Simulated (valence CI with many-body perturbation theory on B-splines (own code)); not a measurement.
**A CI+MBPT run for Tm35+**

Calculated by relativistic CI+MBPT: six valence electrons over a frozen Dirac-Fock core [Ar] 3d10, radial functions for each j: 9 s, 9 p, 8 d, 6 f, 3 g, 1 h, with the one-electron correlation potential Σ1 (screened to all orders), the two-electron term Σ2, the three-electron term Σ3, Breit, model QED; selected single and double excitations, second order for the rest (own B-spline code, finite nucleus).

Command, and the settings that its task file holds:

```sh
python run_cv.py task.json out
```

```
atom Tm  Z=69  mass_number=169  rms_radius_fm=5.2256
core [Ar] 3d10
valence 4s2 4p4
avg = 1
basis = M
breit = 1
cap = 40000
capref = 1200
cscale = 1
de = 0.0
dress = 0
eps = 2e-08
h = 0.27
hh = 1
l2 = 3
lcore = 6
maxit = 60
n2 = 5
natural = 1
nlev = 35
nno = [5, 5, 5, 4, 2, 1]
nroot = 26
nsp = [4, 4, 3, 2, 1, 0]
pt2 = 1
qed = 1
rpa = 1
s1 = 1
s2 = 1
s3 = 1
screen = 1
tol = 2e-05
```

(1) Roughly how long does this run take on one core of Arm Neoverse N1, and how much memory?

Log. The first blocks belong to the next ion, which gives the ionisation energy. Fields: 2J, parity (1 odd), roots, reference size, generating configurations, candidates as configurations/state functions, variational space P, stored matrix elements, Davidson steps; e2 is the range of second-order energies in hartree. The first line gives the box (bohr), its intervals, the orbitals and the steps of their self-consistent field. Window is the range of levels sought, series limit the energy at which the first omitted orbital would enter, core excitation an estimate of the first excitation out of the core, left out the lowest levels not solved, and shifts from estimates the range by which levels moved from their first estimate, all in cm⁻¹.

```
rmax 4.1 intervals 58 orbitals 63 references ['4s2 4p4', '4s 4p5', '4s2 4p3 4d', '4p6', '4s 4p4 4d'] scf 5 t 1.8
2J=3 par=1 roots 2 ref 39 generators 10 cand 21361/202233 P 1159/4000 nnz 2.3e+06 it 5
2J=3 par=1 roots 2 ref 39 generators 21 cand 39470/475372 P 4241/19995 nnz 3.8e+07 it 6
   second order: generators 38 cand 53464/671698 e2 -0.00020 -0.00017
reference levels 537, estimated 87, window 1850296 1/cm; series limit 8236952, core excitation 10449291
2J=4 par=0 roots 3 ref 56 generators 18 cand 51909/1088569 P 1601/7996 nnz 5e+06 it 7
2J=4 par=0 roots 3 ref 56 generators 33 cand 71902/1759047 P 5856/39958 nnz 9.1e+07 it 10
   second order: generators 58 cand 97146/3211301 e2 -0.00180 -0.00052
2J=0 par=0 roots 3 ref 20 generators 18 cand 42541/221008 P 3851/8000 nnz 3.3e+06 it 5
2J=0 par=0 roots 3 ref 20 generators 29 cand 63319/431332 P 11602/34701 nnz 4.3e+07 it 7
   second order: generators 54 cand 85102/722279 e2 -0.00048 -0.00011
2J=2 par=0 roots 2 ref 37 generators 10 cand 32992/447543 P 1397/7994 nnz 5.9e+06 it 6
2J=2 par=0 roots 2 ref 37 generators 26 cand 66179/1360945 P 5386/39980 nnz 1e+08 it 8
   second order: generators 46 cand 91366/2151821 e2 -0.00212 -0.00050
2J=4 par=1 roots 10 ref 77 generators 26 cand 62813/1722020 P 1099/8000 nnz 6.5e+06 it 8
2J=4 par=1 roots 10 ref 77 generators 46 cand 85030/2698011 P 4702/39988 nnz 9.9e+07 it 9
   second order: generators 73 cand 108482/4272945 e2 -0.00551 -0.00355
2J=2 par=1 roots 10 ref 62 generators 25 cand 57457/1056411 P 1548/7999 nnz 5.4e+06 it 8
2J=2 par=1 roots 10 ref 62 generators 45 cand 81034/1698073 P 6356/39999 nnz 8.8e+07 it 10
   second order: generators 74 cand 109600/2968020 e2 -0.00313 -0.00216
2J=0 par=1 roots 5 ref 24 generators 17 cand 46939/323715 P 2999/8000 nnz 4.3e+06 it 8
2J=0 par=1 roots 5 ref 24 generators 34 cand 67873/560018 P 11145/40000 nnz 7.5e+07 it 8
   second order: generators 55 cand 95014/959815 e2 -0.00034 -0.00023
2J=6 par=1 roots 8 ref 71 generators 25 cand 63698/1868345 P 1149/7998 nnz 6.7e+06 it 8
2J=6 par=1 roots 8 ref 71 generators 44 cand 85679/3453410 P 4600/39976 nnz 1e+08 it 10
   second order: generators 71 cand 109108/5072204 e2 -0.00443 -0.00383
2J=8 par=1 roots 5 ref 50 generators 16 cand 46865/1313693 P 1115/7985 nnz 6.9e+06 it 7
2J=8 par=1 roots 5 ref 50 generators 35 cand 80345/3360534 P 4391/39694 nnz 1.1e+08 it 9
   second order: generators 60 cand 103831/5064800 e2 -0.00440 -0.00261
2J=10 par=1 roots 1 ref 27 generators 5 cand 26187/625061 P 1090/7972 nnz 8.5e+06 it 5
2J=10 par=1 roots 1 ref 27 generators 17 cand 60108/1934740 P 3375/34931 nnz 1.3e+08 it 6
   second order: generators 27 cand 70901/2580414 e2 -0.00106 -0.00106
left out: unestimated 2683581, estimated 2230409, shifts from estimates -295 to 64
operators 4.8
```

The Davidson iterations converged.

No measured spectrum was set against this ion. As an estimate, large intervals hold to a few tenths of a per cent, small ones and those within an open d or f shell to about a per cent. Among the levels kept, up to 1000 cm⁻¹ of a level comes from second order outside the variational space, and about a tenth of that is noise between levels of different J, which matters for small intervals.

```
Valence energy                            : -383.9011 hartree
Ionisation energy                         : 1544 eV (NIST: 1542 ± 5 eV (theoretical))
Reference configurations for the orbitals : 4s2 4p4, 4s 4p5, 4s2 4p3 4d, 4p6, 4s 4p4 4d
Radial orbitals                           : 63
Box radius                                : 4.148 bohr
Largest variational space                 : 40000
Lowest levels                             : (4s^2 4p1/2^2 4p3/2^2) J=2 0, (4s^2 4p1/2^2 4p3/2^2) J=0 63302, (4s^2 4p1/2 4p3/2^3) J=1 503620, (4s^2 4p1/2 4p3/2^3) J=2 536610, (4s^2 4p3/2^4) J=0 1066400, (4s^2 4p1/2^2 4p3/2 4d3/2) J=2 1090200, (4s^2 4p1/2^2 4p3/2 4d3/2) J=1 1103200, (4s^2 4p1/2^2 4p3/2 4d3/2) J=0 1113500, (4s^2 4p1/2^2 4p3/2 4d3/2) J=3 1118800, (4s 4p1/2^2 4p3/2^3) J=2 1161400, (4s^2 4p1/2^2 4p3/2 4d5/2) J=4 1214500, (4s 4p1/2^2 4p3/2^3) J=1 1291100, (4s^2 4p1/2^2 4p3/2 4d5/2) J=2 1298000, (4s^2 4p1/2^2 4p3/2 4d5/2) J=3 1308000 cm⁻¹
```

Levels are named by their leading jj configuration (3d3/2^4 stands for four electrons in 3d with j = 3/2), which in mixed levels can hold well under half, so a name can repeat and another be missing.

## Answers

(1) 18 min on 1 thread of Arm Neoverse N1, with other jobs on the host, peak memory 1.6 GiB.
